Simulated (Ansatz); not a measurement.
Ansatz (a first-principles code) input for Si(Cl)(F)2(NCO) (CClF2NOSi), SMILES O=C=N[Si](F)(F)Cl, CAM-B3LYP/def2-SVPD. Geometry optimised at B3LYP-D3(BJ)/def2-SVP. The structure was generated by enumeration, and PubChem lists no compound with its InChIKey, so it may never have been made. The values are those of a single conformer.

Ansatz 0.2 input:
```yaml
crystal:
  periodic: [false, false, false]
  atoms:
    - {symbol: O, position_ang: [0.42565459, 3.45530115, -0.00000000]}
    - {symbol: C, position_ang: [0.15461939, 2.32234189, 0.00000001]}
    - {symbol: N, position_ang: [-0.13626034, 1.15527959, -0.00000000]}
    - {symbol: Si, position_ang: [-0.36972528, -0.51054649, 0.00000000]}
    - {symbol: F, position_ang: [-1.21825294, -0.93251538, 1.29049643]}
    - {symbol: F, position_ang: [-1.21825294, -0.93251537, -1.29049644]}
    - {symbol: Cl, position_ang: [1.39562213, -1.51355824, -0.00000000]}
basis:
  gaussian:
    orbitals: def2-SVPD
hamiltonian:
  xc: {name: CAM-B3LYP}
```

Output:

```
WARN ansatz: RAYON_NUM_THREADS=1 ignored (pool sized by the plan → 1); use --threads N
Functional definition: CAM-B3LYP
integrals: 0.13 GiB planned
1412 factors; their error is unknown
integrals: 0.16 GiB planned
507 factors; integrals over basis functions are off by at most 3.9e-5 eV
mean field: 1.16 GiB planned
mean field evaluation 1: about -30391.4290 eV, gradient 6.4e1 eV
mean field evaluation 2: about -30387.7274 eV, gradient 8.2e1 eV
mean field evaluation 4: about -30398.1323 eV, gradient 3.5e0 eV
mean field evaluation 8: about -30398.1581 eV, gradient 4.7e-2 eV
mean field evaluation 16: about -30398.2878 eV, gradient 5.0e-5 eV
mean field -30398.28783540 eV, -1117.1164732515 hartree, gradient 5.0e-5 eV, S^2 0.000000; 0 other end points of the search recorded, 0 dependent functions left out
reference -30398.28798335 eV, -1117.1164786885 hartree; 35, 35 occupied and 125, 125 virtual orbitals, 1412 factors
Total energy: -30398.28798335 eV, -1117.1164786885 hartree
```

Self-consistency was reached.
